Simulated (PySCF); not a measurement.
# One molecule, several mistakes: AlFH2N

All numbers below are calculated, not measured. The program is PySCF 2.14.0, an open-source quantum chemistry code, run on an isolated molecule that a program drew, which may never have been made. The molecule is AlFH2N (charge 0, doublet), drawn as the SMILES string `[NH2][Al][F]`.

Each row is a Hartree-Fock (HF) and frozen-core CCSD(T) single point in the cc-pV(D+d)Z basis, meant for a local HF minimum. Run 1 is clean. Each other run has one planted mistake out of seven kinds, and not every kind appears here: one electron removed, one electron added, multiplicity raised by two, geometry at a saddle point, minimal basis STO-3G, one bond length entered in bohr, all coordinates scaled. The reference is restricted for singlets and unrestricted otherwise, and also for a bond in bohr. Adding or removing an electron swaps singlet and doublet. Electrons count all cores. HOMO and LUMO are orbital energies over both spins, the gradient is its largest component, and the lowest frequency (negative if imaginary) is given only where the gradient is small. Bond lengths are over the 4 bonds as drawn. T1 is the CCSD diagnostic: over 0.02 (restricted) or 0.045 (unrestricted) a single reference is doubtful.

Geometry of the clean run:
```xyz
5
AlFH2N, angstrom
N     0.2622    1.8297   -2.7455
Al   -0.3614    0.2833   -2.1843
F     0.6736   -1.0099   -2.3041
H     1.1823    1.9706   -3.1229
H    -0.2410    2.6968   -2.7372
```

| run | electrons | basis functions | <S^2> | HOMO (eV) | LUMO (eV) | gradient (hartree/bohr) | lowest frequency (cm^-1) | mean bond (Å) | longest bond (Å) | T1 | HF (hartree) | CCSD(T) (hartree) | mistake |
|---|---|---|---|---|---|---|---|---|---|---|---|---|---|
| 1 | 31 | 61 | 0.752 | -8.97 | 1.01 | 3.2e-05 | 231 | 1.3567 | 1.759 | 0.0158 | -397.06347 | -397.49219 | no fault |
| 2 | 32 | 61 | 0.000 | -0.26 | 7.98 | 6.4e-02 | - | 1.3567 | 1.759 | 0.0153 | -397.04750 | -397.50655 | one electron added |
| 3 | 31 | 21 | 0.755 | -4.97 | 7.54 | 3.6e-02 | - | 1.3567 | 1.759 | 0.0181 | -391.95911 | -392.05980 | minimal basis STO-3G |
| 4 | 30 | 61 | 0.000 | -17.22 | -7.95 | 7.2e-02 | - | 1.3567 | 1.759 | 0.0195 | -396.75210 | -397.18540 | one electron removed |
| 5 | 31 | 61 | 3.759 | -4.82 | -0.61 | 8.9e-02 | - | 1.3567 | 1.759 | 0.0139 | -396.90697 | -397.29551 | ? |

**Which mistake was planted in run 5, and what did it cost?**

Electrons, basis and geometry are unchanged, and <S^2> is 3.759, beside S(S+1) = 3.75 for a multiplicity of 4. So the mistake is: multiplicity raised by two. Subtracting run 1 and multiplying by 627.51 kcal/mol a hartree, the energy moved by 98.2 kcal/mol in HF and 123.4 kcal/mol in CCSD(T).

